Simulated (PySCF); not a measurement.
## Excitation energy of Ti by level of theory

Ti [Ar] 3d2 4s2 (3F) → Ti [Ar] 3d2 4s1 4p1 (high-spin determinant), as a difference of total energies. All numbers are calculated (PySCF 2.14, the spin-free X2C one-electron Hamiltonian (Gaussian nucleus), in x2c-TZVPPall). Correlated levels: valence and next inner shell: [Ne] frozen. The calculations carry no spin-orbit coupling.

```tsv
method	excitation energy (eV)
UHF	1.075
MP2 (valence and next inner shell)	1.948
SCS-MP2 (valence and next inner shell)	2.108
CCSD (valence and next inner shell)	2.010
CCSD(T) (valence and next inner shell)	2.096
```

How much does correlation contribute at CCSD(T) (valence and next inner shell)?

2.096 − (1.075) = 1.021 eV, measured against UHF.

A first-order spin-orbit estimate (lowest level to lowest level, LS coupling) adds -0.009 eV.

The basis was made for the ground configuration and has no added diffuse functions, so the excitation energy can come out too high.

The determinant of the upper state mixes LS terms, which raises its energy above the lowest term, most at the Hartree-Fock and MP2 levels.
